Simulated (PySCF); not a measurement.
Isomers of C8H11PS, mass 170.032 u with the commonest isotopes. The calculation used PBE0/pcSseg-1 in PySCF (dipole) on a GFN2-xTB geometry, gas phase. One conformer each, none proved a minimum here; rigid rotors.

Task: Order these by out-of-plane moment Σ m c² = (Ia + Ib − Ic)/2, largest first.
A. `[S:1]=[P:2]1([CH:3]2[CH2:4][CH2:5]2)[CH:6]=[CH:7][CH2:8][CH:9]=[CH:10]1` with S1–P2–C3–C4 -40°, P2–C3–C4–C5 108°, S1–P2–C6–C7 -107°, C6–C7–C8–C9 -7°, C7–C8–C9–C10 7°
B. `[CH3:1][CH2:2][c:3]1[cH:4][c:5]([S:6][CH3:7])[cH:8][cH:9][p:10]1` with C1–C2–C3–C4 -80°, C4–C5–S6–C7 10°
C. `[CH2:1]=[CH:2][C:3]1=[CH:4][P@@:5]([CH3:6])(=[S:7])[CH:8]=[C:9]1[CH3:10]` with C1–C2–C3–C4 -144°
D. `[CH3:1][P:2]([c:3]1[cH:4][cH:5][cH:6][s:7]1)[CH:8]1[CH2:9][CH2:10]1` with C1–P2–C3–C4 -145°, C1–P2–C8–C9 -91°
E. `[CH3:1][P:2]([c:3]1[cH:4][cH:5][s:6][cH:7]1)[CH:8]1[CH2:9][CH2:10]1` with C1–P2–C3–C4 52°, C1–P2–C8–C9 -92°
F. `[CH3:1][P@H:2](=[S:3])[CH2:4][c:5]1[cH:6][cH:7][cH:8][cH:9][cH:10]1` with C1–P2–C4–C5 -58°, P2–C4–C5–C6 -76°

Result: A (125.98 u·Å²), C (117.88 u·Å²), F (65.02 u·Å²), E (29.70 u·Å²), D (27.56 u·Å²), B (22.21 u·Å²).

Task: Order these by dipole moment, largest first.
A. `[CH3:1][P:2]([c:3]1[cH:4][cH:5][cH:6][s:7]1)[CH:8]1[CH2:9][CH2:10]1` with C1–P2–C3–C4 -145°, C1–P2–C8–C9 -91°
B. `[CH3:1][CH2:2][c:3]1[cH:4][c:5]([S:6][CH3:7])[cH:8][cH:9][p:10]1` with C1–C2–C3–C4 -80°, C4–C5–S6–C7 10°
C. `[CH2:1]=[CH:2][C:3]1=[CH:4][P@@:5]([CH3:6])(=[S:7])[CH:8]=[C:9]1[CH3:10]` with C1–C2–C3–C4 -144°
D. `[S:1]=[P:2]1([CH:3]2[CH2:4][CH2:5]2)[CH:6]=[CH:7][CH2:8][CH:9]=[CH:10]1` with S1–P2–C3–C4 -40°, P2–C3–C4–C5 108°, S1–P2–C6–C7 -107°, C6–C7–C8–C9 -7°, C7–C8–C9–C10 7°
E. `[CH3:1][P:2]([c:3]1[cH:4][cH:5][s:6][cH:7]1)[CH:8]1[CH2:9][CH2:10]1` with C1–P2–C3–C4 52°, C1–P2–C8–C9 -92°

Result: C (5.21 D), D (4.94 D), B (2.59 D), A (1.45 D), E (1.24 D).

Task: Order these by rotational constant B, smallest first.
A. `[CH2:1]=[CH:2][C:3]1=[CH:4][P@@:5]([CH3:6])(=[S:7])[CH:8]=[C:9]1[CH3:10]` with C1–C2–C3–C4 -144°
B. `[CH3:1][P:2]([c:3]1[cH:4][cH:5][cH:6][s:7]1)[CH:8]1[CH2:9][CH2:10]1` with C1–P2–C3–C4 -145°, C1–P2–C8–C9 -91°
C. `[S:1]=[P:2]1([CH:3]2[CH2:4][CH2:5]2)[CH:6]=[CH:7][CH2:8][CH:9]=[CH:10]1` with S1–P2–C3–C4 -40°, P2–C3–C4–C5 108°, S1–P2–C6–C7 -107°, C6–C7–C8–C9 -7°, C7–C8–C9–C10 7°
D. `[CH3:1][CH2:2][c:3]1[cH:4][c:5]([S:6][CH3:7])[cH:8][cH:9][p:10]1` with C1–C2–C3–C4 -80°, C4–C5–S6–C7 10°
E. `[CH3:1][P@H:2](=[S:3])[CH2:4][c:5]1[cH:6][cH:7][cH:8][cH:9][cH:10]1` with C1–P2–C4–C5 -58°, P2–C4–C5–C6 -76°

Result: E (483.3 MHz), A (610.3 MHz), B (666.4 MHz), D (692.9 MHz), C (745.6 MHz).

```
                  SMILES  point group  Ia (u·Å²)  Ib (u·Å²)  Ic (u·Å²)      κ  μa (D)  μb (D)  μc (D)
C=CC1=C[P@@](C)(=S)C=C1C           C1     282.14     828.14     874.51  -0.95    3.92    1.75    2.95
     S=P1(C2CC2)C=CCC=C1      near Cs     302.79     677.80     728.63  -0.89    2.64    4.17    0.30
     C[P@H](=S)Cc1ccccc1           C1     190.55    1045.66    1106.16  -0.98    4.79    1.19    0.77
          CCc1cc(SC)ccp1           C1     353.34     729.40    1038.33  -0.56    1.23    2.28    0.05
        CP(c1cccs1)C1CC1           C1     253.57     758.42     956.87  -0.81    0.44    0.58    1.26
        CP(c1ccsc1)C1CC1           C1     262.04     812.95    1015.59  -0.83    0.41    0.19    1.15
```
